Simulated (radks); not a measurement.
Task: These are the eigenvalues of the occupied orbitals of an atom or ion with whole-number occupations (hartree). All-electron calculation, scalar-relativistic Kohn-Sham, r2SCAN, spin-polarised, spherical densities, finite nucleus; meta-GGA in the generalised Kohn-Sham scheme; Fermi nuclear charge, rms radius of each element as measured or else 0.836 A^(1/3) + 0.57 fm. Program: a radial shooting solver on a logarithmic mesh with Libxc functionals.

1s: -418.5404
2s: -96.47642

Which element is it, and in what charge state? The configuration may be excited. Open shells, if any, are filled with parallel spins first.

Result: Z = 30, zinc, charge +26: Zn26+ in [He] 2s2. The 1s level, -418.54 hartree, gives Z - s = 28.9 by -(Z - s)^2/2, which with screening and relativity narrows Z to a few neighbours, and with so few levels the electron count can be read from the list.
